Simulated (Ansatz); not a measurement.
`FC(F)(F)COB(Cl)Cl` + `[CH3][AlH][Br]` → `FC(F)(F)COBCl` + `[CH3][Al]([Cl])[Br]`  (redistribution)

Computed with Ansatz on PBE0-D4/def2-TZVP structures; ΔE is electronic, products minus reactants. CCSD(T)/CBS is the MP2 limit (def2-TZVPP, def2-QZVPP) plus CCSD(T) − MP2 in def2-TZVPP, frozen cores. For Br outer-core shells are correlated without core-valence functions, which leaves a few kJ/mol of doubt a bond. Scalar relativity is left out up to krypton. Each species was taken in one conformer, which may not be the lowest.

`FC(F)(F)COB(Cl)Cl`:

Z-matrix (Å, degrees):
```
C
F 1 1.335
F 1 1.332 2 107.7
F 1 1.337 2 108.1 3 116.5
C 1 1.515 2 111.5 3 -123.4
O 5 1.402 1 109.8 2 60.6
H 5 1.091 1 108.1 2 178.8
H 5 1.092 1 108.1 2 -62.3
B 6 1.342 5 125.3 1 -104.7
Cl 9 1.744 6 117.6 5 177.6
Cl 9 1.756 6 122.8 5 -3.4
```

`[CH3][AlH][Br]`:

Z-matrix (Å, degrees):
```
C
Al 1 1.939
H 1 1.091 2 112.6
H 1 1.095 2 110.4 3 121.2
H 1 1.095 2 110.5 3 -121.3
Br 2 2.266 1 119.4 3 0.0
H 2 1.579 1 124.6 3 -179.9
```

`FC(F)(F)COBCl`:

Cartesian coordinates in Å:
```
F -0.819 -0.659 -2.359
C -0.881 -0.027 -1.182
F -2.155 0.005 -0.796
F -0.481 1.234 -1.369
C 0.001 -0.744 -0.180
O -0.060 -0.098 1.062
B 0.971 0.637 1.517
Cl 0.784 1.451 3.049
H 1.017 -0.766 -0.585
H -0.372 -1.764 -0.071
H 1.997 0.731 0.914
```

`[CH3][Al]([Cl])[Br]`:

Z-matrix (Å, degrees):
```
C
Al 1 1.929
H 1 1.091 2 111.8
H 1 1.094 2 110.3 3 121.0
H 1 1.094 2 110.3 3 -121.0
Cl 2 2.091 1 121.0 3 179.9
Br 2 2.249 1 122.4 3 -0.1
```

```csv
species,CCSD(T)/CBS(def2) energy (Eh)
`FC(F)(F)COB(Cl)Cl`,-1396.34406
`[CH3][AlH][Br]`,-2855.86254
`FC(F)(F)COBCl`,-937.11728
`[CH3][Al]([Cl])[Br]`,-3315.12533
```

(1) Work out ΔE.

Largest T1 diagnostic among the species: 0.012.

Answers

(1) ΔE = (-937.11728) + (-3315.12533) − (-1396.34406) − (-2855.86254) = -0.03601 Eh = -94.5 kJ/mol.

The D4 term adds +4.1 kJ/mol with B3LYP and +2.1 kJ/mol with PBE0; it sums over pairs of atoms, weighted by their polarisabilities, and B3LYP, whose exchange is more repulsive, gets the larger term. At CCSD(T), def2-SVP lies +15.0 kJ/mol from the extrapolated value and def2-TZVPP +3.3 kJ/mol. From PBE to PBE0 (25 % exact exchange), in def2-TZVPP and without D4, ΔE moves by −3.6 kJ/mol.

B3LYP here is the variant with VWN-RPA as its local correlation; programs differ in this.
